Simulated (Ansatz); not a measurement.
Ga10As10H30, a nanocrystal cut from zinc blende GaAs (hydrogen-capped). Total charge 0; triplet. Geometry PBE-D4/def2-SVP, that of the neutral singlet; atoms count from 1.

Cartesian coordinates in Å:
```
Ga -3.032 -0.585 -0.743
Ga -1.300 -4.042 1.583
Ga 0.130 -0.590 -3.118
Ga 1.872 -4.047 -0.805
Ga -2.580 -0.148 3.720
Ga -0.962 2.740 -1.285
Ga -0.497 3.191 3.176
Ga 0.696 -0.282 0.926
Ga 4.294 -0.160 -1.438
Ga 3.200 3.185 0.399
As -2.791 -3.012 -0.216
As -3.824 0.140 1.510
As -0.745 0.302 -0.993
As 0.773 -2.754 1.033
As 0.557 -3.019 -2.736
As 2.517 0.126 -3.249
As -0.362 0.704 2.934
As -1.630 3.658 0.937
As 1.361 3.654 -1.309
As 2.922 0.699 0.469
H -4.030 -0.267 -1.921
H -1.985 -3.598 2.926
H -1.064 -5.530 1.109
H -0.721 -0.270 -4.406
H 1.352 -5.534 -0.706
H 3.353 -3.605 -1.094
H -2.614 -1.701 3.957
H -3.190 0.951 4.677
H -1.864 3.216 -2.488
H -1.601 3.496 4.263
H 0.891 3.916 3.041
H 4.530 -1.714 -1.400
H 5.383 0.936 -1.761
H 2.692 3.917 1.694
H 4.548 3.482 -0.366
H -4.228 -3.476 0.010
H -2.605 -3.706 -1.562
H -5.203 -0.507 1.633
H -4.329 1.569 1.329
H 1.680 -3.003 2.238
H -0.793 -3.706 -2.923
H 1.165 -3.491 -4.055
H 3.018 -0.523 -4.539
H 2.488 1.554 -3.786
H 0.596 0.288 4.050
H -3.142 3.469 1.021
H -1.666 5.168 0.708
H 1.153 5.164 -1.408
H 1.861 3.464 -2.738
H 3.724 0.284 1.703
```

Single mean-field runs in def2-TZVP are fitted with def2-universal-jkfit. At PBE0-D4/def2-TZVP a singlet of charge 0 lies 4.34 eV below the triplet at the same geometry.

Q: Estimate the Mulliken populations of the heavy atoms from the PBE0/def2-TZVP orbitals of Ansatz.

A: 
```json
{"atom": "Ga1", "charge (e)": "0.30", "spin (α − β)": "0.01"}
{"atom": "Ga2", "charge (e)": "0.20", "spin (α − β)": "0.02"}
{"atom": "Ga3", "charge (e)": "0.30", "spin (α − β)": "0.03"}
{"atom": "Ga4", "charge (e)": "0.20", "spin (α − β)": "0.10"}
{"atom": "Ga5", "charge (e)": "0.20", "spin (α − β)": "0.02"}
{"atom": "Ga6", "charge (e)": "0.30", "spin (α − β)": "0.03"}
{"atom": "Ga7", "charge (e)": "0.20", "spin (α − β)": "0.10"}
{"atom": "Ga8", "charge (e)": "0.48", "spin (α − β)": "0.24"}
{"atom": "Ga9", "charge (e)": "0.20", "spin (α − β)": "0.04"}
{"atom": "Ga10", "charge (e)": "0.20", "spin (α − β)": "0.04"}
{"atom": "As11", "charge (e)": "-0.27", "spin (α − β)": "0.02"}
{"atom": "As12", "charge (e)": "-0.27", "spin (α − β)": "0.02"}
{"atom": "As13", "charge (e)": "-0.47", "spin (α − β)": "0.08"}
{"atom": "As14", "charge (e)": "-0.35", "spin (α − β)": "0.39"}
{"atom": "As15", "charge (e)": "-0.27", "spin (α − β)": "0.01"}
{"atom": "As16", "charge (e)": "-0.27", "spin (α − β)": "0.01"}
{"atom": "As17", "charge (e)": "-0.35", "spin (α − β)": "0.39"}
{"atom": "As18", "charge (e)": "-0.27", "spin (α − β)": "0.01"}
{"atom": "As19", "charge (e)": "-0.27", "spin (α − β)": "0.01"}
{"atom": "As20", "charge (e)": "-0.38", "spin (α − β)": "0.13"}
```
Mulliken values and Mayer orders depend strongly on the basis.

Q: Where does the spin sit?

A: Summed by element: Ga 0.62, As 1.07, H 0.31, of 2 unpaired in all. Largest on single atoms: As17 0.39, As14 0.39, Ga8 0.24.

Q: And the Mayer bond orders between bonded heavy atoms (over 0.3)?

A: Ga1–As11 0.72 (2.50 Å); Ga1–As12 0.72 (2.50 Å); Ga1–As13 0.76 (2.46 Å); Ga2–As11 0.60 (2.55 Å); Ga2–As14 0.73 (2.50 Å); Ga3–As13 0.74 (2.46 Å); Ga3–As15 0.71 (2.50 Å); Ga3–As16 0.73 (2.50 Å); Ga4–As14 0.64 (2.50 Å); Ga4–As15 0.60 (2.55 Å); Ga5–As12 0.60 (2.55 Å); Ga5–As17 0.73 (2.50 Å); Ga6–As13 0.74 (2.47 Å); Ga6–As18 0.71 (2.50 Å); Ga6–As19 0.73 (2.50 Å); Ga7–As17 0.64 (2.50 Å); Ga7–As18 0.60 (2.55 Å); Ga8–As13 0.72 (2.47 Å); Ga8–As14 0.58 (2.47 Å); Ga8–As17 0.58 (2.47 Å); Ga8–As20 0.73 (2.47 Å); Ga9–As16 0.59 (2.55 Å); Ga9–As20 0.70 (2.50 Å); Ga10–As19 0.59 (2.55 Å); Ga10–As20 0.70 (2.50 Å).
